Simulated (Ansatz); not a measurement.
The same germylene extrusion along the group Si, Ge, Sn.

Computed with Ansatz on PBE0-D4/def2-TZVP structures; ΔE is electronic, products minus reactants. CCSD(T)/CBS is the MP2 limit (def2-TZVPP, def2-QZVPP) plus CCSD(T) − MP2 in def2-TZVPP, frozen cores. Small cases extrapolate CCSD(T) itself. Elements past krypton have def2 core potentials. For Ge, Sn outer-core shells are correlated without core-valence functions, which leaves a few kJ/mol of doubt a bond. Scalar relativity is left out up to krypton. Each species was taken in one conformer, which may not be the lowest.

Question: Order these by ΔE at CCSD(T)/CBS, lowest first. (Best estimate.)
A. `N[SiH](O)F` → `N[Si]F` + H₂O
B. `[NH2][GeH]([OH])[F]` → `[NH2][Ge][F]` + H₂O
C. `[NH2][SnH]([OH])[F]` → `[NH2][Sn][F]` + H₂O

Answer: C (-15.2 kJ/mol), B (+78.0 kJ/mol), A (+252.8 kJ/mol).

Largest T1 diagnostic: 0.017, for `[NH2][Sn][F]`.

Extrapolated directly: `N[SiH](O)F` → `N[Si]F` + H₂O.
